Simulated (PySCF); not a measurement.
Si(F)(NHMe)(OH)2 (CH₆FNO₂Si), SMILES CN[Si](O)(O)F. The structure is a stationary point at PBE-D3(BJ)/def2-SVP. The structure was generated by enumeration, and PubChem lists no compound with its InChIKey, so it may never have been made. One conformer was computed; it need not be the lowest.

Question: Give the equilibrium geometry at PBE-D3(BJ)/def2-SVP (PySCF confirms it by a frequency run) as bond lengths and angles. (The exact figures need the calculation; the answer reports its results.)

Answer: This is not unique; one that fits is 
Atoms: C1 N2 Si3 O4 O5 F6 H7 H8 H9 H10 H11 H12. Bonds (Å): C1–N2 1.452, C1–H7 1.114, C1–H8 1.108, C1–H9 1.113, N2–Si3 1.708, N2–H10 1.022, Si3–O4 1.667, Si3–O5 1.665, Si3–F6 1.637, O4–H11 0.973, O5–H12 0.973. Bond angles (°): N2–C1–H7 113.6, N2–C1–H8 109.1, N2–C1–H9 112.0, H7–C1–H8 107.1, H7–C1–H9 107.5, H8–C1–H9 107.2, C1–N2–Si3 125.8, C1–N2–H10 115.4, Si3–N2–H10 117.6, N2–Si3–O4 110.4, N2–Si3–O5 105.4, N2–Si3–F6 116.3, O4–Si3–O5 116.5, O4–Si3–F6 101.7, O5–Si3–F6 106.8, Si3–O4–H11 113.0, Si3–O5–H12 113.6.
Charge 0, spin multiplicity 1.
